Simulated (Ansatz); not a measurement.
Li₇Sn, relaxed as a doublet with UKS PBE0-D4/def2-TZVP in Ansatz, starting from the GFN1-xTB geometry. Force threshold 0.02 eV/Å.

In the def2 sets Sn takes a core potential; there is no spin–orbit coupling. The relaxation made no stability test and no search for a lower SCF solution. Another isomer (doublet) lies 0.41 eV lower at PBE0-D4/def2-TZVP; other spin states weren't run for this one.

Start:

```xyz
8

Li    0.449   -1.934    2.505
Li   -0.394    2.850   -2.012
Li    1.311   -0.791    0.266
Li   -0.406    0.230   -1.478
Li    1.518    1.738   -0.874
Li   -1.089    1.763    0.196
Li   -0.118   -3.028    0.411
Sn   -1.270   -0.828    0.986
```

(1) Estimate the energy that the relaxation releases and the steps that it takes.

(2) Does the start keep its bonding?

(3) Predict the relaxed structure.

## Answers

(1) 1.27 eV, in 9 steps; 27 s on 4 threads of Intel Xeon Platinum 8488C on a shared host. No frequencies were taken in this run, so the end may be a saddle point.

(2) Bonds lost: Li1–Li7 (atoms count from 1). Bonds formed: Li3–Li6 (atoms count from 1). Metal–metal contacts that move far: Li2–Li6 2.56 to 3.18 Å, Li2–Li5 2.49 to 3.09 Å, Li4–Li5 2.52 to 3.09 Å, Li1–Li3 2.66 to 3.20 Å, Li3–Li7 2.66 to 3.18 Å.

(3) 
Cartesian coordinates in Å:
```
Li -0.1321 -1.5844 3.0070
Li -0.9038 3.1167 -2.0240
Li 1.5207 -0.6448 0.4362
Li -0.5041 -0.0067 -1.6476
Li 1.8635 1.9412 -1.2990
Li -0.4532 1.5417 0.7049
Li -0.1736 -3.3143 0.0883
Sn -1.2174 -1.0494 0.7342
```
Bond lengths (bridged metal pairs left out): 5 × Li–Sn 2.57 to 2.78 Å; 3 × Li–Li 2.82 to 2.97 Å.
